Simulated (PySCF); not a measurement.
What settings do to a single point of [Gd(NH3)3]3+

The sound run of [Gd(NH3)3]3+ (singlet in the valence; each metal's 4f electrons, 7 of them, lie in its core potential, out of spins and levels) uses PySCF 2.14.0, RKS PBE, Gd lcecp-1-SVP with ECP53, N def2-SVP, H def2-SVP; non-relativistic Hamiltonian with scalar-relativistic core potentials where named; density fitting; no spin-orbit coupling, grid (50, 194), threshold 1e-8 Eh and 55 cycles, at the relaxed geometry:

```xyz
13

Gd    0.0000    0.0000   -0.7773
N     2.3013   -0.0007    0.0141
H     2.5218   -0.6428    0.8103
H     3.0103   -0.2788   -0.7052
H     2.6693    0.9184    0.3514
N    -1.1500    1.9934    0.0141
H    -0.7042    2.5053    0.8103
H    -1.2637    2.7464   -0.7052
H    -2.1301    1.8525    0.3514
N    -1.1513   -1.9927    0.0141
H    -1.8175   -1.8625    0.8103
H    -1.7467   -2.4676   -0.7052
H    -0.5393   -2.7709    0.3514
```

There Gd1 has a Mulliken charge of 1.71 e and the dipole about the centre of mass is 2.89 D. Each run below changes one thing and starts from free metal ions and neutral atoms unless it says otherwise; with 55 cycles, smearing, a level shift and second-order steps follow where DIIS fails, and their cycles count. Energy shifts count from the sound run. On f atoms grids over 110 angular points are at least (60, 302).

```tsv
change	outcome	cycles	energy shift (eV)	largest force component (eV/Å)	charge on Gd1 (e)	dipole about the centre of mass (D)
start from the bare core Hamiltonian, limit 83 cycles	converged	13	0.0000	0.02	1.71	2.89
all coordinates × 1.05	converged	10	0.59	1.62	1.74	2.93
charge changed by +5, spin kept, limit 73 cycles	refused	–	–	–	–	–
threshold 1e-05	converged	7	0.0000	0.01	1.71	2.89
```

How does the run with this change end: grid (99, 590)?

outcome converged, cycles 9, energy shift (eV) -0.0001, largest force component (eV/Å) 0.02, charge on Gd1 (e) 1.71, dipole about the centre of mass (D) 2.89.

Forces carry noise of the integration grid, about 0.01 to 0.03 eV/Å.

An lcecp potential fixes the number of 4f electrons, so in runs with it no electron can move into or out of that shell.
